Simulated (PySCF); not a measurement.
## Computed properties of Ti(F)3(Cl)(NH3) (ClF3H3NTi), SMILES [NH3]->[Ti]([F])([F])([F])[Cl], multiplicity 1

ClF₃H₃NTi, SMILES [Cl][Ti]([F])([F])(<-[NH3])[F], multiplicity 1. Geometry: B3LYP-D3(BJ)/def2-SVP. The multiplicity is an assumed one; other spin states were not compared. One conformer was computed; it need not be the lowest. All values are computed for the isolated molecule unless a solvent is named; none is compared with measurement here.

**Structure.** The optimised structure has Cs symmetry. All 21 harmonic modes at B3LYP-D3(BJ)/def2-SVP (PySCF) are real, so it is a minimum. With heavy atoms numbered as in [Ti:1]([F:2])([F:3])([F:4])([Cl:5])<-[NH3:6], the shortest bond between them is Ti1–F3 at 1.746 Å and the longest Ti1–N6 at 2.317 Å.

**Vibrations.** The strongest infrared lines (harmonic, unscaled, degenerate partners summed) lie at 770 cm⁻¹ (232 km/mol, F 68 %, Ti 32 %), 800 cm⁻¹ (220 km/mol, F 57 %, Ti 40 %), 742 cm⁻¹ (171 km/mol, F 74 %, Ti 23 %). The softest mode is at 89 cm⁻¹ and the zero-point energy is 29.6 kcal/mol.

**Electronic structure.** CAM-B3LYP/def2-TZVP (PySCF) places the frontier levels at -10.49 and -1.69 eV, a gap of 8.80 eV, and gives a dipole moment of 5.25 D and a mean polarisability of 55.1 bohr³. PBE/def2-TZVP (PySCF) at the same geometry gives -7.64 and -3.66 eV, so its gap is 4.82 eV narrower. An orbital gap is neither the optical nor the fundamental gap.

**Excitations.** TDDFT-ωB97X/def2-SVPD (PySCF) has S1 at 5.10 eV (243 nm, f = 0.016, weak); the most intense of the 10 singlets computed lies at 5.10 eV (f = 0.02). T1 (TDA) is at 4.78 eV. TDDFT-PBE/def2-SVPD (PySCF) puts S1 at 4.08 eV. No vertical singlet excitation falls in the visible range (under 3.1 eV).

**NMR.** GIAO shifts at PBE0/pcSseg-1 (PySCF) (non-relativistic, atoms alike by connectivity averaged): ¹H at 2.1 ppm against TMS; ¹⁹F at 372.9 ppm against CFCl3. Without spin–orbit terms, shifts of atoms bonded to Cl or Br come out too high.
